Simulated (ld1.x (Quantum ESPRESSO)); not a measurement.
# Building the RRKJ potential for ytterbium (Yb) (LDA (PZ), non-relativistic).

* Element: Yb (Z = 70)
* Generator: ld1.x (Quantum ESPRESSO) 7.5
* Type: norm-conserving RRKJ (Kleinman–Bylander form)
* Functional: LDA (PZ)
* Relativity: non-relativistic
* Frozen core: [Kr] 4d10 5s2
* Valence charge: 22
* Reference configuration: 4f13 5p6 5d1 6s2 6p0
* Partial waves: 5p (bound): rc 1.65 bohr; 5d (bound): rc 2.65 bohr; 4f (bound): rc 1.25 bohr; 6s (bound): rc 2.90 bohr
* Local potential: the s channel
* Core correction: none

Question: Estimate the cutoffs (Ry, on a coarse ladder) from which the occupation-weighted sum of valence levels, in a spherical-Bessel basis at the reference potential, stays within 10 and 1 mRy of its value at 400 Ry.

Answer: 200 Ry and 300 Ry.

Question: Does the potential have ghost states?

Answer: No extra level below or beside the all-electron valence levels (p, d, f, s tested).

Question: Which valence shell sets the plane-wave cutoff?

Answer: 4f: its level needs 200 Ry to come within 1 mRy, against 50 Ry for 5p.

No test is counted, since the test run did not reproduce the reference configuration.
